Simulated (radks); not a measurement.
The numbers below are computed, except where a source is named.
Q: All-electron atom: Pr18+ in [Kr] 4d5 (the NIST ground configuration). Code: a radial shooting solver on a logarithmic mesh with Libxc functionals. Model: non-relativistic Kohn-Sham, TPSS, spin-polarised, spherical densities, point nucleus; open shells are filled with parallel spins first (spin-orbit coupling, left out, can overturn this in heavy ions); meta-GGA in the generalised Kohn-Sham scheme; relativity is left out, which matters for an element this heavy. Some entries of the table are withheld. Estimate them.

orbital,occ.,eigenvalue (eV),<r^2> (bohr^2)
1s down,1,-40175.91,0.0008848
1s up,1,-40175.89,0.0008848
2s up,1,-6647.283,0.01420
2s down,1,-6644.210,0.01419
2p up,3,-6314.932,0.01061
2p down,3,-6312.639,0.01060
3s up,1,-1771.382,0.09321
3s down,1,-1770.386,0.09302
3p up,3,-1627.655,0.08794
3p down,3,-1626.251,0.08777
3d up,5,(1),0.07139
3d down,5,(2),0.07132
4s up,1,-662.7736,0.4284
4s down,1,-653.3087,0.4300
4p up,3,(3),0.4436
4p down,3,(4),0.4460
4d up,5,-506.1462,0.4703
4d down,0,-496.9114,0.4745

A: 
(1) 3d up eigenvalue (eV): -1362.493
(2) 3d down eigenvalue (eV): -1359.765
(3) 4p up eigenvalue (eV): -606.1360
(4) 4p down eigenvalue (eV): -596.7255
